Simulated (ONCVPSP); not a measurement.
## Which change was made? (N, ONCV)

ONCVPSP 4.0.1 input, shortened (lines: element, Z, core and valence counts, functional; n l f; lmax; l rc ep ncon nbas qcut; lloc lpopt rc5 dvloc0; l nproj debl; icmod fcfact rcfact), PBE, scalar-relativistic:

```
  N 7.00    1    2        4      upf
    1    0    2.00
    2    0    1.00
    2    1    4.00
    1
    0    1.05    0.00    4    8    5.80
    1    1.30    0.00    4    8   11.20
    4    5    0.70    0.00
    0    2    1.90
    1    2    3.20
    3    5.75    1.60
```

Cutoffs, loose and tight: the cutoffs (Ha) at which the residual kinetic energy of the hardest occupied pseudo-wave falls to 1 and 0.1 mHa per electron. They do not see the model core or the augmentation charge, which bear on the density cutoff. Test errors are all-electron minus pseudo excitation energies from the reference, over the configurations 2s2 2p3; 2s2 2p2; 2s2 2p1; 2s2 2p0; variants that change the core or the reference have their own tests.

The base gives: outcome: generated; cutoff, loose: 70 Ha; cutoff, tight: 150 Ha; bound ghosts: none; GHOST(+) flags above zero: none; largest test error (meV): +362.

(1) After one change the result is: outcome: generated; cutoff, loose: 70 Ha; cutoff, tight: 150 Ha; bound ghosts: none; GHOST(+) flags above zero: none; largest test error (meV): +126. Which change was it?
A. core correction Teter function, fcfact 5.75, rcfact 1.98
B. core correction Teter function, fcfact 5.75, rcfact 0.94
C. core correction Teter function, fcfact 5.75, rcfact 1.44

Results:

(1) A. The others give: core correction Teter function, fcfact 5.75, rcfact 1.44 → outcome: generated; cutoff, loose: 70 Ha; cutoff, tight: 150 Ha; bound ghosts: none; GHOST(+) flags above zero: none; largest test error (meV): +468 | core correction Teter function, fcfact 5.75, rcfact 0.94 → outcome: generated; cutoff, loose: 70 Ha; cutoff, tight: 150 Ha; bound ghosts: none; GHOST(+) flags above zero: none; largest test error (meV): +623.
